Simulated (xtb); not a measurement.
xtb input:

```bash
xtb mol.xyz --gfn 1 --sp --chrg 0 --uhf 0
```
mol.xyz:
```
2

Au    -0.00000000    -0.00000000    -1.27682546
Au     0.00000000     0.00000000     1.27682546
```

Question: Predict the final energy.

Answer: -7.90136 Eh (GFN1-xTB).
